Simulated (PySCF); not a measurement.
# Reading the logs of faulty runs: CClH3OSi

These are calculations, not measurements. They come from PySCF 2.14.0, an open-source quantum chemistry program, on an isolated molecule that a program drew, which may never have been made. The molecule is CClH3OSi (charge 0, singlet), drawn as the SMILES string `C[Si](=O)Cl`.

Each row is a Hartree-Fock (HF) and frozen-core CCSD(T) single point in the cc-pV(D+d)Z basis, meant for a local HF minimum. Run 1 is clean. Each other run has one planted mistake out of seven kinds, and not every kind appears here: one electron removed, one electron added, multiplicity raised by two, geometry at a saddle point, minimal basis STO-3G, one bond length entered in bohr, all coordinates scaled. The reference is restricted for singlets and unrestricted otherwise, and also for a bond in bohr. Adding or removing an electron swaps singlet and doublet. Electrons count all cores. HOMO and LUMO are orbital energies over both spins, the gradient is its largest component, and the lowest frequency (negative if imaginary) is given only where the gradient is small. Bond lengths are over the 6 bonds as drawn. T1 is the CCSD diagnostic: over 0.02 (restricted) or 0.045 (unrestricted) a single reference is doubtful.

Geometry of the clean run:
```xyz
7
CClH3OSi, angstrom
C     0.3158   -1.1855    0.1750
Si    2.1151   -0.7994    0.3108
O     2.9867   -0.8804    1.5180
Cl    2.8088   -0.2126   -1.5106
H    -0.0755   -1.4871    1.1462
H    -0.2283   -0.3096   -0.1862
H     0.1623   -1.9899   -0.5486
```

```
run  electrons  basis functions  <S^2>  HOMO (eV)  LUMO (eV)  gradient (hartree/bohr)  lowest frequency (cm^-1)  mean bond (Å)  longest bond (Å)      T1  HF (hartree)  CCSD(T) (hartree)                     mistake
  1         48               89  0.000     -12.12       2.46                  1.5e-05                        94         1.4412             2.035  0.0168    -862.98658         -863.59495                    no fault
  2         48               89  2.025      -5.74      -0.07                  1.6e-01                         -         1.4412             2.035  0.0196    -862.83764         -863.40031  multiplicity raised by two
  3         47               89  0.758     -18.69      -6.68                  1.6e-01                         -         1.4412             2.035  0.0224    -862.65486         -863.21114        one electron removed
  4         48               31  0.000      -8.73       6.69                  2.1e-02                         -         1.4412             2.035  0.0186    -853.17900         -853.38492                           ?
```

**Which mistake was planted in run 4, and what did it cost?**

It has 31 basis functions where the clean run has 89, with the same electrons and geometry. So the mistake is: minimal basis STO-3G. Subtracting run 1 and multiplying by 627.51 kcal/mol a hartree, the energy moved by 6154.3 kcal/mol in HF and 6406.9 kcal/mol in CCSD(T).

